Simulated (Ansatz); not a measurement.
C₃H₄O₃Sn (`[OH][Sn-]1[O]C=CC=[O+]1`), 11 atoms. Total charge 0; spin multiplicity 1. Correlated methods include outer-core shells of Sn, which these sets cover unevenly. Sn: def2 effective core potential. All runs use 4 threads of an Intel Xeon 6975P-C on a shared host. Correlated methods freeze the cores.

(1) How many basis functions does each run have, and how long does it take in Ansatz? RKS ωB97M-V/def2-SVP energy; RKS PBE0-D4/def2-TZVP frequencies; RKS PBE0-D4/def2-SVP energy; RKS PBE0-D4/def2-TZVPP energy; RKS PBE0-D4/def2-TZVP relaxation (11 steps); direct RPA on PBE orbitals/def2-TZVPP energy; RKS PBE0-D4/def2-QZVPP energy; RHF-CCSD(T)/def2-SVP energy; RHF-MP2/def2-TZVPP energy; RKS CAM-B3LYP-D4/def2-TZVPP energy; RHF-MP2/def2-QZVPP energy; RKS BLYP-D4/def2-TZVPP energy. (Best estimate.)

Results:

(1) The calculation gave: Other jobs shared the machine, so times are rough.

| level | job | functions | wall time | peak host memory (GiB) |
| --- | --- | --- | --- | --- |
| RKS PBE0-D4/def2-SVP | energy | 130 | 0.95 s | 0.37 |
| RKS BLYP-D4/def2-TZVPP | energy | 292 | 1.8 s | 0.45 |
| RKS PBE0-D4/def2-TZVPP | energy | 292 | 2.7 s | 0.94 |
| RKS ωB97M-V/def2-SVP | energy | 130 | 2.8 s | 0.5 |
| RKS CAM-B3LYP-D4/def2-TZVPP | energy | 292 | 3.2 s | 1.1 |
| RHF-MP2/def2-TZVPP | energy | 292 | 4 s | 0.99 |
| RKS PBE0-D4/def2-QZVPP | energy | 544 | 7.5 s | 2.4 |
| RHF-CCSD(T)/def2-SVP | energy | 130 | 7.5 s | 1.1 |
| direct RPA on PBE orbitals/def2-TZVPP | energy | 292 | 8 s | 1 |
| RHF-MP2/def2-QZVPP | energy | 544 | 21 s | 4.4 |
| RKS PBE0-D4/def2-TZVP | relaxation (11 steps) | 260 | 39 s | 0.91 |
| RKS PBE0-D4/def2-TZVP | frequencies | 260 | 2.8 min | 0.98 |
